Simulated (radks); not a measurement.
Values are calculated unless marked as measured or tabulated.
Ionisation of the xenon ion Xe+, [Kr] 4d10 5s2 5p5, to Xe2+, [Kr] 4d10 5s2 5p4, under several functionals. Scalar-relativistic Kohn-Sham, spin-polarised, spherical densities, point nucleus; open shells are filled with parallel spins first (spin-orbit coupling, left out, can overturn this in heavy ions); a radial shooting solver on a logarithmic mesh with Libxc functionals.

functional	E(Xe+) (hartree)	Exc (hartree)	IE (eV)	-e(HOMO) (eV)	<r> HOMO (bohr)	IE error (eV)
OLYP	-7449.68905	-189.24116	20.918	16.491	2.193	-0.057
LDA (Slater exchange, VWN5 correlation)	-7440.92282	-180.30352	21.413	16.865	2.190	+0.438
exchange-only LDA	-7435.74909	-175.06791	19.884	15.449	2.209	-1.091
LDA (Slater exchange, Perdew-Wang correlation)	-7440.90092	-180.28122	21.416	16.866	2.190	+0.441
XLYP	-7448.13892	-187.55930	21.028	16.503	2.204	+0.053
PBE	-7446.84708	-186.26947	21.105	16.626	2.194	+0.130

NIST Atomic Spectra Database: 20.975 eV (semi-empirical). Closest: XLYP. The Delta-SCF values span 1.53 eV, the total energies 13.94 hartree. The highest occupied level is 5p. Open shells are spherical and high-spin; term and fine-structure splittings are not resolved. Spin-orbit splitting is averaged out at the scalar-relativistic level.
